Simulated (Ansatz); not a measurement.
Gas-phase reaction in SMILES: C[SiH]([SiH2])C → [SiH2-][SiH](C)C (an electron is taken up)

Wanted: adiabatic electron affinity (0 K, with zero-point energies), in eV. Positive where the reaction releases energy. Conventions: open shells spin-unrestricted; frozen cores in correlated levels; dispersion terms only where a functional's name holds one; 6-31G* and kin with 6d, 5d where marked; spin-orbit terms left out; non-relativistic. CBS(X,Y): correlation extrapolated as X^-3; Hartree-Fock from the larger set. The bracket is a focal-point correction in the basis named. Ab initio and DFT rows: single points at B3LYP-D3(BJ) geometries (Ansatz, a quantum-chemistry and plane-wave program), with unscaled harmonic terms from B3LYP/6-31G* (Ansatz) at its own minima. Anions need diffuse functions, which STO-3G, LANL2DZ, def2-SVP, cc-pVDZ and Pople sets without + lack.

```csv
species,coefficient,"E at HF/6-31G* (Ansatz), Eh","E at wB97M-V/def2-TZVPD (Ansatz), Eh","zero-point energy, kcal/mol"
C[SiH](C)[SiH2],+1,-658.78263,-660.51726,61.81
C[SiH](C)[SiH2-],-1,-658.79028,-660.57704,60.53
```

Coupled cluster (Ansatz) is a level with limits of its own, used here on species with T1 under 0.025 (0.045 for open shells) and stable references: RI-MP2/CBS(aug-cc-pV(T+d)Z,aug-cc-pV(Q+d)Z)+[CCSD(T)-MP2]/aug-cc-pV(T+d)Z. Value to compare with, RI-MP2/CBS(aug-cc-pV(T+d)Z,aug-cc-pV(Q+d)Z)+[CCSD(T)-MP2]/aug-cc-pV(T+d)Z (Ansatz): 1.70 eV. 1 Eh = 27.2114 eV and 1 eV = 23.0605 kcal/mol.

Task: Work the quantity out at each level, and compare with RI-MP2/CBS(aug-cc-pV(T+d)Z,aug-cc-pV(Q+d)Z)+[CCSD(T)-MP2]/aug-cc-pV(T+d)Z (Ansatz).

Result: 
- HF/6-31G*: the sum of coefficient times E is 0.00765 Eh, or 0.208 eV; the thermal terms add 0.056. Result: 0.26 eV. Its difference against RI-MP2/CBS(aug-cc-pV(T+d)Z,aug-cc-pV(Q+d)Z)+[CCSD(T)-MP2]/aug-cc-pV(T+d)Z (Ansatz) is -1.44 eV.
- wB97M-V/def2-TZVPD: the sum of coefficient times E is 0.05978 Eh, or 1.627 eV; the thermal terms add 0.056. Result: 1.68 eV. Its difference against RI-MP2/CBS(aug-cc-pV(T+d)Z,aug-cc-pV(Q+d)Z)+[CCSD(T)-MP2]/aug-cc-pV(T+d)Z (Ansatz) is -0.02 eV.
